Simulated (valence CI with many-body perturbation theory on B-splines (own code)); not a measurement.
Sb19+: electric-dipole lines

Calculated by valence CI with perturbative core correlation (CI+MBPT): four valence electrons over a frozen Dirac-Fock core [Ar] 3d10, radial functions for each j: 11 s, 11 p, 9 d, 7 f, 5 g, 2 h, 1 i, with the one-electron correlation potential Σ1, the two-electron term Σ2, the three-electron term Σ3, Breit, model QED; selected CI, second order for the rest (own B-spline code, finite nucleus).

No measured levels were compared; by estimate levels hold to about 250 cm⁻¹ or 0.2 % of their energy and the worst to 1 %, as in measured heavy ions of charge 2 to 7; those with d or f electrons hold less well.

Lines 101 to 150 of 227 in falling wavelength, among levels below 1295200 cm⁻¹, chosen from the strongest by gf and those to the six lowest levels. Wavelengths and rates use the calculated energies, so an error of 1000 cm⁻¹ moves a line at 17.09 nm by 0.17 % and its rate by three times that or more. Electric multipoles are in the length gauge, E1 and E2 with the static RPA response of the core. Weak lines are less certain than strong ones. Lines between different terms over intervals too small for the method are left out, as are lines whose strength nearly cancels. Where a level lies close to another of its J and parity, the split of strength between their lines is uncertain. The highest levels of a list are the least certain.

Names give the largest LS component (configuration and term), which can be under half, so a name can repeat, a term be missing and a line seem to break the LS rules; names also repeat where a configuration has a term twice. Letters in brackets count levels of one name in rising energy.

```
λ vac (nm)              Upper          Lower   A (s⁻¹)  log gf  Branch %
     17.09   4s4p²4d ³P_1 [c]  4s²4p4d ³F°_2  9.25e+09   -0.92       4.7
     17.04       4s4p²4d ⁵D_1    4s4p³ ³D°_2  6.83e+09   -1.05      48.6
     16.91   4s4p²4d ³D_1 [a]    4s4p³ ³S°_1  1.21e+10   -0.81      11.5
     16.88   4s4p²4d ³P_1 [a]    4s4p³ ¹D°_2  1.94e+10   -0.60      14.1
     16.58      4s²4p4d ³F°_2    4s²4p² ¹D_2  1.82e+10   -0.42      66.0
     16.53       4s4p²4d ⁵F_1    4s4p³ ⁵S°_2  7.96e+08   -2.01      12.4
     16.39   4s4p²4d ³P_1 [a]    4s4p³ ³P°_0  8.22e+09   -1.00       5.9
     16.29      4s²4p4d ³P°_1    4s²4p² ¹S_0  3.64e+08   -2.36       0.2
     16.27   4s4p²4d ³P_2 [a]    4s4p³ ³D°_3  1.34e+10   -0.57      14.9
     16.22       4s4p²4d ⁵F_2    4s4p³ ⁵S°_2  6.37e+09   -0.90      64.7
     16.13           4p⁴ ³P_1    4s4p³ ⁵S°_2  1.84e+07   -3.67       0.0
     16.12      4s²4p4d ³F°_2    4s²4p² ³P_1  3.34e+09   -1.19      12.1
     15.89        4s4p³ ³S°_1    4s²4p² ³P_0  1.64e+10   -0.73      12.8
     15.89   4s4p²4d ³F_2 [a]    4s4p³ ³D°_1  2.16e+10   -0.39      59.2
     15.89       4s4p²4d ⁵P_3    4s4p³ ³D°_3  1.98e+10   -0.28      15.0
     15.88           4p⁴ ¹D_2    4s4p³ ⁵S°_2  1.15e+09   -1.66       3.2
     15.78       4s4p²4d ⁵P_2    4s4p³ ³D°_3  9.86e+09   -0.74       4.6
     15.74        4s4p³ ¹P°_1    4s²4p² ¹D_2  9.42e+08   -1.98       0.8
     15.67      4s²4p4d ³F°_3    4s²4p² ¹D_2  2.62e+10   -0.17      99.1
     15.66   4s4p²4d ⁵F_3 [a]    4s4p³ ⁵S°_2  1.51e+10   -0.41      91.7
     15.65   4s4p²4d ³F_3 [a]    4s4p³ ³D°_2  1.36e+10   -0.45      15.6
     15.64   4s4p²4d ³D_3 [b]    4s4p³ ¹D°_2  2.12e+10   -0.26      12.0
     15.64      4s²4p4d ¹D°_2    4s²4p² ³P_2  1.81e+10   -0.48       9.0
     15.60   4s4p²4d ³P_2 [a]    4s4p³ ³D°_2  4.49e+10   -0.09      49.9
     15.51   4s4p²4d ³D_1 [b]    4s4p³ ¹D°_2  3.43e+10   -0.43      33.7
     15.42   4s4p²4d ³P_0 [a]    4s4p³ ³P°_1  5.64e+10   -0.70      42.5
     15.32        4s4p³ ¹P°_1    4s²4p² ³P_1  2.17e+10   -0.64      17.7
     15.32   4s4p²4d ³F_2 [b]    4s4p³ ³D°_3  1.39e+10   -0.61      13.2
     15.29   4s4p²4d ³P_1 [c]    4s4p³ ³S°_1  2.27e+10   -0.62      11.5
     15.26   4s4p²4d ³P_2 [b]    4s4p³ ³S°_1  4.58e+10   -0.10      20.5
     15.24      4s²4p4d ³D°_3    4s²4p² ³P_2  2.57e+10   -0.20      10.8
     15.22      4s²4p4d ³P°_1    4s²4p² ³P_2  3.99e+10   -0.38      19.5
     15.21       4s4p²4d ³F_4    4s4p³ ³D°_3  1.73e+10   -0.27      86.2
     15.16   4s4p²4d ³D_2 [a]    4s4p³ ¹D°_2  2.01e+10   -0.46      16.4
     15.12  4s²4p4d ³P°_2 [a]    4s²4p² ¹D_2  5.35e+10   -0.04      34.6
     15.10   4s4p²4d ³D_1 [b]    4s4p³ ³P°_0  1.65e+10   -0.77      16.2
     15.08   4s4p²4d ³P_2 [a]    4s4p³ ³D°_1  1.96e+10   -0.48      21.7
     15.02   4s4p²4d ³F_3 [b]    4s4p³ ¹D°_2  2.77e+10   -0.18      23.8
     15.02   4s4p²4d ³D_2 [a]    4s4p³ ³P°_1  1.48e+10   -0.60      12.0
     14.98   4s4p²4d ³P_0 [b]    4s4p³ ³P°_1  8.85e+10   -0.53      46.4
     14.95  4s²4p4d ³P°_2 [b]    4s²4p² ³P_2  1.31e+11    0.34      69.4
     14.92      4s²4p4d ³D°_1    4s²4p² ¹D_2  3.41e+09   -1.47       1.3
     14.85   4s4p²4d ³F_2 [c]    4s4p³ ³P°_1  7.88e+09   -0.89       3.5
     14.83   4s4p²4d ³D_2 [b]    4s4p³ ³P°_1  7.85e+10    0.11      36.9
     14.79       4s4p²4d ⁵D_1    4s4p³ ⁵S°_2  2.69e+09   -1.58      19.2
     14.78   4s4p²4d ³D_2 [c]    4s4p³ ¹D°_2  3.76e+10   -0.21      23.8
     14.77       4s4p²4d ⁵D_2    4s4p³ ⁵S°_2  1.13e+10   -0.73      65.3
     14.74   4s4p²4d ³P_1 [b]    4s4p³ ³P°_1  8.62e+10   -0.07      54.5
     14.73  4s²4p4d ³P°_2 [a]    4s²4p² ³P_1  9.67e+10    0.20      62.6
     14.73   4s4p²4d ³D_1 [c]    4s4p³ ³P°_0  5.46e+10   -0.27      24.8
```
